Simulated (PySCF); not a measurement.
C3H8GeS.
Atom-mapped SMILES: `[CH3:1][GeH2:2][C:3]([CH3:4])=[S:5]` (hydrogens: H6, H7, H8 on C1; H9, H10 on Ge2; H11, H12, H13 on C4)

Method: PySCF 2.14.0, PBE0-D3(BJ)/def2-SVP geometry optimisation, gas phase; density fitting, grid level 1; the optimiser is geomeTRIC in internal coordinates, started from a GFN2-xTB structure with every atom displaced at random (about 0.01 Å).

Step 0: E = -70567.0394 eV
```
atom  x, y, z in Å  |  force x, y, z in eV/Å
C1     -2.2260   -0.3550    0.5432   -0.516   1.975  -0.597
Ge2    -0.7200    0.3833   -0.4596   -0.206  -0.219   0.808
C3      0.9656   -0.2774    0.2968    1.151  -0.184   0.143
C4      2.2951    0.1587   -0.3110   -2.483   0.743  -0.069
S5      0.9578   -1.2881    1.5718   -0.234  -0.038   0.063
H6     -3.1872    0.0215    0.1123    0.517  -0.246   0.143
H7     -2.1837   -0.0151    1.5777    0.120   0.004   0.324
H8     -2.2128   -1.4109    0.5106    0.052  -1.597  -0.012
H9     -0.6649    1.8995   -0.4226   -0.041   0.499   0.098
H10    -0.7421    0.0030   -1.9051   -0.059  -0.313  -0.899
H11     3.1148   -0.2607    0.2132    1.144  -0.458   0.685
H12     2.2832   -0.1442   -1.3519    0.219  -0.158  -0.678
H13     2.2911    1.2627   -0.3075    0.337  -0.010  -0.010
```

Step 1: E = -70567.1774 eV
```
atom  x, y, z in Å  |  force x, y, z in eV/Å
C1     -2.2438   -0.3394    0.5153    0.201  -0.505   0.033
Ge2    -0.7002    0.4199   -0.3790    0.000   0.134  -0.325
C3      1.0106   -0.2597    0.3719   -0.260   0.034  -0.140
C4      2.2581    0.1318   -0.3432    0.364  -0.356   0.162
S5      0.9778   -1.2204    1.6799    0.027  -0.016   0.055
H6     -3.1573   -0.0586   -0.0234   -0.081   0.061   0.021
H7     -2.2965   -0.0033    1.5594   -0.037   0.005  -0.004
H8     -2.1494   -1.4457    0.5080   -0.056   0.355   0.046
H9     -0.7070    1.9736   -0.2881    0.063  -0.166   0.006
H10    -0.7385    0.0472   -1.8989    0.071   0.072   0.268
H11     3.1639   -0.2926    0.1413   -0.321   0.127  -0.185
H12     2.2080   -0.1999   -1.3970    0.015  -0.006   0.068
H13     2.3453    1.2244   -0.3781    0.014   0.261  -0.004
```

Q: Estimate the geometry and energy of step 2. (The exact step hangs on the optimiser's Hessian estimate; all steps are aligned on step 1, rigid shifts and turns removed.)

A: E = -70567.1938 eV, largest force 0.131 eV/Å
```
atom  x, y, z in Å  |  force x, y, z in eV/Å
C1     -2.2335   -0.3474    0.5214    0.059  -0.110  -0.040
Ge2    -0.7082    0.4224   -0.4022   -0.059   0.020  -0.094
C3      0.9912   -0.2578    0.3463   -0.047   0.002   0.002
C4      2.2581    0.1321   -0.3383    0.064   0.013   0.023
S5      0.9451   -1.2139    1.6587    0.023  -0.041   0.058
H6     -3.1627   -0.0635    0.0070   -0.016   0.023   0.034
H7     -2.2692   -0.0098    1.5657    0.001   0.021   0.000
H8     -2.1432   -1.4445    0.5191   -0.004   0.057   0.009
H9     -0.6953    1.9649   -0.3031    0.019   0.000   0.015
H10    -0.7364    0.0578   -1.9070    0.016   0.006   0.022
H11     3.1415   -0.2952    0.1610   -0.051   0.017  -0.024
H12     2.2328   -0.2004   -1.3909    0.005   0.003  -0.003
H13     2.3507    1.2324   -0.3696   -0.010  -0.013  -0.003
```

The energy changes by -0.0164 eV. The first-order estimate −F·Δx gives -0.0287 eV and the mean of the old and new forces, exact on a quadratic surface, -0.0164 eV. The step makes an angle of 73° with the force vector and moves no atom by more than 0.039 Å.

The cost below is that of the whole optimisation. On one thread, AMD EPYC 9R45 (x86_64), on a shared host, this took 28 s wall and 0.57 GiB of memory at its peak.
